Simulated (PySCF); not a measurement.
C₅H₉FO₂Si.
Z-matrix (Å and degrees, GFN2-xTB geometry), rows numbered from 1:
```
C 
O   1  1.4002
Si  2  1.6120  1  130.39
C   3  1.9143  2  110.82  1  -174.47
C   4  1.5123  3   89.17  2   118.97
C   5  1.4907  4  124.59  3   177.92
O   6  1.4057  5  114.73  4  -157.91
C   5  1.3380  4  103.25  3    -3.04
F   8  1.3632  3  138.30  2    76.62
H   1  1.0913  2  110.94  3   -48.05
H   1  1.0900  2  107.81  3  -167.86
H   1  1.0914  2  110.43  3    72.69
H   3  1.4586  2  113.18  1    47.93
H   4  1.0873  3  117.23  2     3.87
H   4  1.0869  3  116.72  2  -126.30
H   6  1.1064  5  108.35  4    78.39
H   6  1.0954  5  109.64  4   -38.53
H   7  0.9643  6  108.83  5   -42.26
```

Probes without a nucleus sit at each ring's centroid and 1 Å off its mean plane on both sides; NICS is minus the shielding there, NICSzz its component along the normal. Level: GIAO PBE0/pcSseg-1 (PySCF, non-relativistic, gas phase) on the GFN2-xTB geometry, one conformer.

Ring bond lengths (Å), with Mayer bond orders in brackets: Si3–C4 1.914 (0.89), C4–C5 1.512 (1.00), C5–C8 1.338 (1.71), C8–Si3 1.895 (0.87).

Question: What do the NICS probes read (ppm)?

Answer: 
| ring | type | NICS(0) | NICS(1), two faces | NICS(1)zz, two faces | rms pucker (Å) | centre to ring atoms, mean (Å) |
| --- | --- | --- | --- | --- | --- | --- |
| Si3–C4–C5–C8 | 4-membered ring with Si; formal bonds 1 double, 3 single | -9.2 | -3.2 / -5.0 | 1.1 / -1.9 | 0.02 | 1.17 |

Question: What do they say, and how far can they be read as aromaticity?

Answer: 
- Si3–C4–C5–C8: mean NICS(1)zz -0.4 ppm, near zero. Si3, C4 have four or more neighbours; no verdict on aromaticity is drawn. NICS(0) lies 5 ppm below the mean NICS(1).

Question: What field does 7.05 T along the ring normal induce along that normal at the second NICS(1) probe listed for ring Si3–C4–C5–C8, 1 Å off the ring?

Answer: NICSzz × B0 = -1.9 ppm × 7.05 T = -13 μT, against the applied field.

Question: How shielded are the nuclei of the rings and their hydrogens (means over atoms taken as equivalent)?

Answer: 
```csv
atoms,environment,σ isotropic (ppm)
Si3,oxygen-bound silicon,368.9
C4,sp3 carbon bound to silicon,170.5
C5,fully substituted alkene carbon,38.6
C8,vinylic C–F carbon,14.8
H13,Si–H hydrogen,26.30
H14,methylene hydrogen,30.42
H15,methylene hydrogen,30.59
```

On one thread, Arm Neoverse N1 (aarch64), shared host, this took 64 s and 0.92 GiB of memory at its peak. This is the whole shielding run at PBE0/pcSseg-1, SCF included.
